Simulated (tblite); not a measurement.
A tight-binding relaxation on `C(=N\C)/C(=O)C[S]` [radical].

Computed with GFN2-xTB geometry optimisation, gas phase (tblite 0.8.0). Start geometry: from a force field or distance geometry. The input is one job of a driver script: a line of settings, then coordinates in Å.

Command:
```bash
OMP_NUM_THREADS=1 python probes_run.py task.json out
```

Input:
```
{"job": {"kind": "relax", "xc": "GFN2-xTB", "basis": "xTB"}, "charge": 0, "multiplicity": 2}
C      2.264400    -0.290300     0.524200
N      0.822300    -0.286400     0.202900
C      0.169400     0.801400     0.002300
C     -1.267800     0.726700    -0.316700
O     -1.963100     1.768100    -0.517800
C     -1.877500    -0.642900    -0.359100
S     -3.600000    -0.549500    -0.743900
H      2.710700     0.594100     0.047300
H      2.634400    -1.237200     0.054400
H      2.422300    -0.283300     1.615800
H      0.700000     1.729900     0.058700
H     -1.360900    -1.173700    -1.201300
H     -1.658600    -1.156500     0.615400
```

Output:
```
step      E/eV     max force
  0    -591.93087    4.100
  1    -592.09783    4.585
  2    -592.23259    0.840
  3    -592.26361    0.556
  4    -592.29653    0.567
  5    -592.30439    0.343
  6    -592.31312    0.292
  7    -592.31892    0.281
  8    -592.32197    0.142
  9    -592.32345    0.088
... (51 lines left out)
 61    -592.35785    0.094
 62    -592.35833    0.078
 63    -592.35866    0.041
 64    -592.35886    0.047
 65    -592.35896    0.028
 66    -592.35906    0.029
 67    -592.35913    0.020
 68    -592.35916    0.014
 69    -592.35918    0.013
 70    -592.35920    0.010
```

«max force» is the largest atomic force in eV/Å.

Task: From which step on does the largest force stay under 0.1 eV/Å, and how much energy is left to gain from there?

Result: From step 25 (0.098 eV/Å), 11.0 meV above the end.

Summary of the converged run: energy lowered by 9.9 kcal/mol over 70 steps; largest atomic force 0.010 eV/Å at the end.

Task: Where do the atoms end?

Result: 0.221 Å rms from the input after alignment:
```
atom  x, y, z in Å
C1     2.2027   -0.2784    0.5532
N2     0.8132   -0.2833    0.2556
C3     0.2133    0.7676   -0.0864
C4    -1.2457    0.7623   -0.3884
O5    -1.8386    1.7769   -0.6411
C6    -1.8646   -0.6208   -0.3516
S7    -3.6477   -0.6270   -0.4897
H8     2.6745    0.7077    0.4611
H9     2.6907   -0.9877   -0.1171
H10    2.3269   -0.6571    1.5688
H11    0.6929    1.7509   -0.1780
H12   -1.4503   -1.1978   -1.1815
H13   -1.5717   -1.1126    0.5773
```

On one thread of an AMD EPYC, on a shared host, this took 1.3 s.
Labels such as C1 count atoms from 1, the log's own numbers from 0.
